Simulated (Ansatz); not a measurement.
One change: `F[SiH]1BC1` becomes `O[SiH]1BC1`.

Ansatz, PBE0-D4/def2-TZVP geometries, multiplicity 1. Each molecule was computed in one conformer, which needn't be the lowest.

| property | `F[SiH]1BC1` |
| --- | --- |
| zero-point energy (PBE0-D4/def2-TZVP) / kJ/mol | 128.6 |
| LUMO energy (PBE/def2-TZVPP) / eV | -2.59 |
| HOMO energy (B3LYP/def2-TZVPP) / eV | -6.99 |
| LUMO energy (ωB97M-V/def2-TZVPP) / eV | 0.30 |
| LUMO energy (PBE0/def2-TZVPP) / eV | -1.68 |
| HOMO–LUMO gap (PBE/def2-TZVPP) / eV | 3.51 |

Question: Give the same properties after the change, and the shifts. (An estimate is asked.)

Answer: Computed: 
```csv
property,`O[SiH]1BC1`,shift
zero-point energy (PBE0-D4/def2-TZVP) / kJ/mol,158.8,30.2
LUMO energy (PBE/def2-TZVPP) / eV,-2.19,0.40
HOMO energy (B3LYP/def2-TZVPP) / eV,-6.62,0.37
LUMO energy (ωB97M-V/def2-TZVPP) / eV,0.65,0.35
LUMO energy (PBE0/def2-TZVPP) / eV,-1.29,0.39
HOMO–LUMO gap (PBE/def2-TZVPP) / eV,3.59,0.08
```

The zero-point energy changes by 30.2 kJ/mol with +3 modes.

B3LYP here is the variant with VWN-RPA as its local correlation; programs differ in this.
